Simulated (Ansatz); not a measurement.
One geometry of [NbO3(OH)]2- (NbO4H²⁻), several levels of theory.

```yaml
crystal:
  periodic: [false, false, false]
  atoms:
    - {symbol: Nb, position_ang: [0.286890, 0.307167, 0.276159]}
    - {symbol: O, position_ang: [0.085073, 0.277504, 2.089344]}
    - {symbol: O, position_ang: [2.048359, 0.403145, -0.190191]}
    - {symbol: O, position_ang: [-0.697402, 1.636490, -0.503386]}
    - {symbol: O, position_ang: [-0.524776, -1.446615, -0.519003]}
    - {symbol: H, position_ang: [-1.198145, -1.177691, -1.152923]}
basis:
  gaussian: {orbitals: def2-TZVPD, initial_orbitals: start.molden}
total_charge: -2
hamiltonian: {xc: hse06, dispersion: d4}
scf: {omitted_lower_state_checks: [starts]}
output: {orbitals: {seedname: orbitals}}
```

The file start.molden holds the orbitals of an earlier run on this structure, at another level or in another basis.

```sh
$ ansatz run in.yaml --threads 4 --pin off --events-out ev --progress --plain --max-ram 3916MiB
```

It prints (some lines left out):

```
Functional definition: HSE06
  name "HSE06"
  cite "Heyd, Scuseria & Ernzerhof, J. Chem. Phys. 118, 8207 (2003) doi:10.1063/1.1564060"
  cite "Krukau, Vydrov, Izmaylov & Scuseria, J. Chem. Phys. 125, 224106 (2006) doi:10.1063/1.2404663"
  cite "Heyd & Scuseria, J. Chem. Phys. 120, 7274 (2004) doi:10.1063/1.1668634"
  cite "Ernzerhof & Perdew, J. Chem. Phys. 109, 3313 (1998) doi:10.1063/1.476928"
  cite "Perdew, Burke & Ernzerhof, Phys. Rev. Lett. 77, 3865 (1996) doi:10.1103/PhysRevLett.77.3865"
  parent pbe
  parameter a = 0.25
  parameter omega = 0.11/bohr
  # The whole range is PBE's own exchange, as in plane waves. The composition of these papers is wPBEh.
  exchange = pbe_x - a*pbe_x_sr(omega) + a*exact_x_sr(omega)
  correlation = pbe_c
these checks for a lower state are left out or cut short: starts
1158 factors; their error is unknown
100 factors; integrals over basis functions are off by at most 1.2e-5 eV
mean field evaluation 1: about -9753.3881 eV, gradient 5.0e-1 eV
mean field evaluation 2: about -9753.3885 eV, gradient 3.6e-4 eV
mean field evaluation 4: about -9753.4356 eV, gradient 4.8e-5 eV
mean field -9753.43563333 eV, -358.4321484088 hartree, gradient 5.1e-5 eV, S^2 0.000000; 0 other end points of the search recorded, 0 dependent functions left out
reference -9753.43567683 eV, -358.4321500074 hartree; 24, 24 occupied and 185, 185 virtual orbitals, 1158 factors
Total energy: -9753.57899068 eV, -358.4374166942 hartree
Checks for a lower state left out: starts
```

Hardware: 4 threads of Arm Neoverse V1 on a shared host. Wall time 2.6 s.

The first input with `gaussian: {orbitals: def2-SVPD, initial_orbitals: start.molden}`, `hamiltonian: {xc: pbe0, dispersion: d4}` (abridged; 1.4 s):

```
Functional definition: PBE0
mean field -9744.22407955 eV, -358.0936300513 hartree, gradient 7.6e-5 eV, S^2 0.000000
Total energy: -9744.37698105 eV, -358.0992490776 hartree
Checks for a lower state left out: starts
```

Geometry: B3LYP-D4/def2-SVPD.

In the def2 sets Nb takes a core potential; there is no spin–orbit coupling. HSE06 is defined as in plane-wave codes, on full-range PBE exchange. A multiply charged anion in the gas phase is held together partly by the finite basis. At HSE06-D4/def2-TZVPD, PBE0-D4/def2-SVPD the highest occupied level of the charge -2 singlet lies above zero (up to 3.12 eV). The electron is either unbound and held by the finite basis, or the level is raised by self-interaction error.
